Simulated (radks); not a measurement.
Valence configurations of the gallium ion Ga3+ (all share [Ar]). Method: scalar-relativistic Kohn-Sham, SCAN, spin-unpolarised, spherical densities, finite nucleus; meta-GGA in the generalised Kohn-Sham scheme; Fermi nuclear charge, rms radius 3.9973 fm; computed with a radial shooting solver on a logarithmic mesh with Libxc functionals. Energies are relative to 3d10; eigenvalues in eV.

| valence | E (eV) | e(3d) | e(4p) | e(4s) |
|---|---|---|---|---|
| 3d10 | 0.000 | -52.855 | - | - |
| 3d9.5 4s0.5 | 9.234 | -57.230 | - | -37.428 |
| 3d9.5 4p0.5 | 14.088 | -57.975 | -28.149 | - |
| 3d9 4p1 | 29.875 | -63.212 | -29.843 | - |
| 3d8 4p2 | 67.006 | -74.045 | -33.066 | - |
| 3d7.5 4s0.5 4p2 | 82.908 | -78.967 | -34.207 | -45.411 |
| 3d7.5 4p2.5 | 88.508 | -79.638 | -34.547 | - |
| 3d7 4s1 4p2 | 100.62 | -84.055 | -35.238 | -46.771 |
| 3d6 4s2 4p2 | 141.54 | -94.593 | -37.482 | -49.862 |

NIST lists [Ar] 3d10 as the ground configuration; this level of theory agrees among the configurations tried. The energies are those of spherical spin-averaged densities, not of single terms. No valid solution was reached for [Ar] 3d8 4s2.
